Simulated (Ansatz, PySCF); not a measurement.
C₂H₆BNO, SMILES C1OB(C1)N.

The structure is a stationary point at B3LYP-D3(BJ)/def2-SVP. This is a generated structure with no PubChem entry under its InChIKey; it may be hypothetical. The values are those of a single conformer.

Vertical ionisation energy (IE) and electron affinity (EA) in eV. Rows of orbital energies are one-electron estimates. Where ΔSCF, EOM or ADC give a negative EA the extra electron is unbound and the value depends on the basis.

| level | IE | EA |
|---|---|---|
| −ε(HOMO), −ε(LUMO), M06-2X/def2-TZVP (PySCF) | (withheld) | (withheld) |
| −ε(HOMO), −ε(LUMO), PBE/def2-TZVP (PySCF) | 6.06 | -0.21 |
| ΔSCF, CAM-B3LYP/def2-TZVPD (Ansatz), final states of multiplicity 2 and 2 | 9.93 | -0.90 |
| ΔSCF, PBE/def2-TZVPD (Ansatz), final states of multiplicity 2 and 2 | 9.37 | -0.69 |

**Question.** Complete the blanks. (An estimate is asked for; the answer gives what the named calculation found.)

**Answer.** 
- −ε(HOMO), −ε(LUMO), M06-2X/def2-TZVP (PySCF), IE: 9.01
- −ε(HOMO), −ε(LUMO), M06-2X/def2-TZVP (PySCF), EA: -1.46

**Question.** What vertical singlet–triplet gap does ΔSCF give with CAM-B3LYP/def2-TZVPD (Ansatz, a program for electronic structure) and with PBE/def2-TZVPD (Ansatz)? (An estimate is asked for; the answer gives what the named calculation found.)

**Answer.** 6.46 and 5.93 eV (triplet above singlet where positive).
